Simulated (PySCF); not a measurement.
The same groups moved round the core (silole formyl+trifluoromethyl). Gas-phase values, no solvent. One relaxed conformer stands for each flexible species; it need not be the lowest. Strings in code marks are SMILES. All members: neutral, multiplicity 1. Level: B3LYP-D3(BJ)/def2-TZVP // B3LYP-D3(BJ)/def2-SVP (PySCF), beside PBE-D3(BJ)/def2-TZVP // B3LYP-D3(BJ)/def2-SVP (PySCF) at the same geometries. B3LYP has the VWN-RPA correlation part, as in Gaussian.  Orbital energies are measured against the vacuum level.

| species | LUMO, PBE (eV) | LUMO, B3LYP-D3(BJ) (eV) |
|---|---|---|
| `O=CC1=CC=C(C(F)(F)F)[SiH2]1` (O–C–C–Si torsion 180°) | -4.02 | -3.37 |
| `O=CC1=C(C(F)(F)F)C=C[SiH2]1` (O–C–C–Si torsion 0°) | -3.91 | -3.25 |
| `O=CC1=C[SiH2]C(C(F)(F)F)=C1` (O–C–C–C torsion 180°) | -3.83 | withheld |
| `O=CC1=C[SiH2]C=C1C(F)(F)F` (O–C–C–C torsion 0°) | -3.82 | -3.12 |
| `O=CC1=C[Si@@H](C(F)(F)F)C=C1` (O–C–C–C torsion 180°) | -3.79 | -3.10 |
| `O=C[Si@@H]1C=CC=C1C(F)(F)F` (O–C–Si–C torsion 113°) | -3.36 | -2.72 |
| `O=C[Si]1(C(F)(F)F)C=CC=C1` (O–C–Si–C torsion 175°) | -3.18 | -2.49 |

Task: Fit y = a + b·x, y being the LUMO at the first level, to the 6 complete rows by least squares, with x = the PBE value in eV. Give a, b and the rms residual, and predict the withheld value.

Result: Means of the 6 rows: x̄ = -3.68, ȳ = -3.0083 eV. Σ(x − x̄)² = 0.5526 and Σ(x − x̄)(y − ȳ) = 0.5557, so b = 1.006 and a = ȳ − b·x̄ = 0.694 eV. The rms residual is 0.023 eV. At x = -3.83 the line gives -3.16 eV. The run for `O=CC1=C[SiH2]C(C(F)(F)F)=C1` (O–C–C–C torsion 180°) gave -3.14 eV, so the line is off by 0.02 eV, within twice the rms residual.

Codes: PySCF.
